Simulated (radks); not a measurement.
Radial electron density D(r) = 4 pi r^2 rho(r) of an atom or ion with 51 electrons. All-electron calculation, scalar-relativistic Kohn-Sham, LDA (Slater exchange, VWN5 correlation), spin-polarised, spherical densities, finite nucleus; Fermi nuclear charge, rms radius of each element as measured or else 0.836 A^(1/3) + 0.57 fm. Program: a radial shooting solver on a logarithmic mesh with Libxc functionals.

r (bohr),D(r) (e/bohr),spin D(r)
0.001484,3.574,-0.0000323
0.001713,4.555,-0.0000405
0.001979,5.784,-0.0000503
0.002285,7.312,-0.0000617
0.002639,9.199,-0.0000744
0.003048,11.51,-0.0000877
0.00352,14.30,-0.000100
0.004065,17.64,-0.000108
0.004695,21.56,-0.000107
0.005422,26.09,-0.0000876
0.006262,31.21,-0.0000344
0.007232,36.84,0.0000763
0.008352,42.83,0.000282
0.009569,48.59,0.000615
0.01105,54.48,0.00119
0.01276,59.74,0.00212
0.01474,63.91,0.00357
0.01702,66.55,0.00575
0.01966,67.40,0.00894
0.0227,66.43,0.0134
0.02622,64.06,0.0195
0.03028,61.16,0.0272
0.03497,58.95,0.0365
0.04039,58.80,0.0465
0.04664,61.65,0.0559
0.05387,67.60,0.0624
0.06221,75.43,0.0630
0.07185,82.75,0.0553
0.08297,86.71,0.0387
0.09583,85.31,0.0162
0.1107,78.71,-0.00400
0.1278,69.72,-0.0105
0.1476,62.76,0.00659
0.1705,61.34,0.0473
0.1969,65.47,0.0962
0.2274,70.99,0.126
0.2626,71.87,0.112
0.3032,64.41,0.0579
0.3502,50.16,0.00599
0.4045,35.11,0.0128
0.4671,25.40,0.103
0.5394,23.05,0.231
0.623,25.10,0.300
0.7195,26.67,0.238
0.8309,24.78,0.0812
0.952,20.12,-0.0307
1.099,14.24,0.0349
1.27,9.393,0.347
1.466,6.297,0.824
1.693,4.606,1.29
1.956,3.612,1.57
2.259,2.801,1.56
2.609,1.999,1.30
3.013,1.257,0.906
3.479,0.6786,0.530
4.018,0.3079,0.256
4.64,0.1149,0.101
5.359,0.03446,0.0315
6.189,0.008085,0.00762
7.148,0.001438,0.00139
8.255,0.0001871,0.000183

What is the nuclear charge?

Answer. Z = 52. The innermost maximum, from 1s, lies near gamma/Z bohr with gamma = sqrt(1 - (Z/c)^2) = 0.925, here 0.0178 bohr (found: 0.0195), and its height grows with Z. The density is that of the tellurium ion Te+ in [Kr] 4d10 5s2 5p3; the configuration itself is not fixed sharply by these data, and Z only to a few units. D(r) has 4 maxima, at r = 0.0195, 0.0864, 0.248, 0.719 bohr, and minima at 0.0379, 0.164, 0.531 bohr, inside which lie 1.98, 11.18, 29.03 electrons.
